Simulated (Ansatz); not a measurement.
[MCl4] with several metals: gap (eV) at several levels, gas phase, relaxed structures; Ansatz. Core potentials for Ag in the def2 sets, no spin–orbit coupling. HOMO and LUMO are taken over both spins. Singlets are spin-restricted. The structures are stationary points that may keep the symmetry of their start. Remarks come from the PBE and PBE0 runs and from stability tests at other levels; not every state was tested.

| species | state | geometry | PBE-D4/def2-SVPD | PBE-D4/def2-TZVPD | r2SCAN-D4/def2-TZVPD | PBE0-D4/def2-SVPD | PBE0-D4/def2-TZVPD | remarks |
| --- | --- | --- | --- | --- | --- | --- | --- | --- |
| [AgCl4]- (AgCl4⁻) | singlet | r2SCAN-D4/def2-SVPD | 0.89 | 0.99 | 1.15 | 2.69 | 2.81 | – |
| [MnCl4]- (MnCl4⁻) | quintet | PBE-D4/def2-SVPD | 1.06 | 1.10 | 1.35 | 3.10 | 3.24 | spin-contaminated (⟨S²⟩ up to 6.14) |

Estimate the rows for [CuCl4]- (CuCl4⁻) (singlet, r2SCAN-D4/def2-SVPD geometry).


```csv
species,state,geometry,PBE-D4/def2-SVPD,PBE-D4/def2-TZVPD,r2SCAN-D4/def2-TZVPD,PBE0-D4/def2-SVPD,PBE0-D4/def2-TZVPD,remarks
[CuCl4]- (CuCl4⁻),singlet,r2SCAN-D4/def2-SVPD,0.33,0.50,0.64,2.18,2.38,"restricted, untested"
```

Over the 3 species that have every level, the mean is 0.76 at PBE-D4/def2-SVPD, 0.86 at PBE-D4/def2-TZVPD, 1.05 at r2SCAN-D4/def2-TZVPD, 2.65 at PBE0-D4/def2-SVPD, 2.81 at PBE0-D4/def2-TZVPD. Orbital gaps grow with the share of exact exchange and aren't one observable across functionals.
